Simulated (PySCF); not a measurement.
Spinor energies of Nb²⁺ (niobium, charge +2)

Start: [Kr] 4d3; 4d5/2 filled at m_j = +1/2, +3/2, +5/2. Calculated with PySCF 2.14 in x2c-SVPall-2c with one added diffuse shell each of s, p, d type (7s9p7d1f, 76 functions): generalised Hartree-Fock with the X2C-1e Hamiltonian and a Gaussian nucleus; one run each with spin-orbit coupling (SO) switched off, then screened by Boettger's factors. This is a chosen level, not necessarily the ground level.

```json
{"spinor shell": "1s1/2", "electrons": "2", "ε, spin-free (eV)": "-19101.7", "ε, screened SO (eV)": "-19100.9", "weight of nominal j (screened SO)": "1.000", "rms radius, screened SO (bohr)": "0.0415"}
{"spinor shell": "2s1/2", "electrons": "2", "ε, spin-free (eV)": "-2759.5", "ε, screened SO (eV)": "-2759.3", "weight of nominal j (screened SO)": "1.000", "rms radius, screened SO (bohr)": "0.171"}
{"spinor shell": "2p1/2", "electrons": "2", "ε, spin-free (eV)": "-2460.3", "ε, screened SO (eV)": "-2526.5", "weight of nominal j (screened SO)": "1.000", "rms radius, screened SO (bohr)": "0.149"}
{"spinor shell": "2p3/2", "electrons": "4", "ε, spin-free (eV)": "-2460.3", "ε, screened SO (eV)": "-2429.2", "weight of nominal j (screened SO)": "1.000", "rms radius, screened SO (bohr)": "0.154"}
{"spinor shell": "3s1/2", "electrons": "2", "ε, spin-free (eV)": "-506.66", "ε, screened SO (eV)": "-506.65", "weight of nominal j (screened SO)": "1.000", "rms radius, screened SO (bohr)": "0.471"}
{"spinor shell": "3p1/2", "electrons": "2", "ε, spin-free (eV)": "-405.88", "ε, screened SO (eV)": "-417.05", "weight of nominal j (screened SO)": "1.000", "rms radius, screened SO (bohr)": "0.471"}
{"spinor shell": "3p3/2", "electrons": "4", "ε, spin-free (eV)": "-405.88", "ε, screened SO (eV)": "-400.65", "weight of nominal j (screened SO)": "1.000", "rms radius, screened SO (bohr)": "0.482"}
{"spinor shell": "3d3/2", "electrons": "4", "ε, spin-free (eV)": "-240.97", "ε, screened SO (eV)": "-242.70", "weight of nominal j (screened SO)": "0.982", "rms radius, screened SO (bohr)": "0.472"}
{"spinor shell": "4s1/2", "electrons": "2", "ε, spin-free (eV)": "-90.047", "ε, screened SO (eV)": "-90.068", "weight of nominal j (screened SO)": "1.000", "rms radius, screened SO (bohr)": "1.24"}
{"spinor shell": "4p3/2", "electrons": "4", "ε, spin-free (eV)": "-60.648", "ε, screened SO (eV)": "-59.581", "weight of nominal j (screened SO)": "0.871", "rms radius, screened SO (bohr)": "1.39"}
{"spinor shell": "4p1/2", "electrons": "2", "ε, spin-free (eV)": "-60.648", "ε, screened SO (eV)": "-62.950", "weight of nominal j (screened SO)": "0.741", "rms radius, screened SO (bohr)": "1.38"}
{"spinor shell": "4d5/2", "electrons": "3", "ε, spin-free (eV)": "-25.234", "ε, screened SO (eV)": "-25.207", "weight of nominal j (screened SO)": "0.765", "rms radius, screened SO (bohr)": "2.00"}
```

Problem. Where does 3d5/2 lie, and what is the 3d spin-orbit splitting (screened SO)?

Solution. At -239.84 eV, 2.858 eV above 3d3/2.

```csv
quantity,spin-free,screened SO
E (hartree),-3815.99559,-3816.38158
M_J,9/2,9/2
⟨J²⟩,24.758,24.757
⟨L²⟩,12.006,12.066
⟨S²⟩,3.751,3.740
```

Each row is a mean over spinors that exchange with the open shell spreads, by up to 6.741 eV (4p3/2).

Rows whose weight is well below 1 are mixtures of j = l ± 1/2: exchange outweighs spin-orbit coupling there, and the label is only the starting occupation.

Breit and QED terms are absent; they matter most for the inner s and p1/2 levels.

Densities and radii are taken from the X2C orbitals without a picture-change correction, which distorts them close to the nucleus.

Without spin-orbit coupling the j labels of p, d and f shells carry no meaning; the spin-free column gives the mean over the occupied spinors of each nl shell.
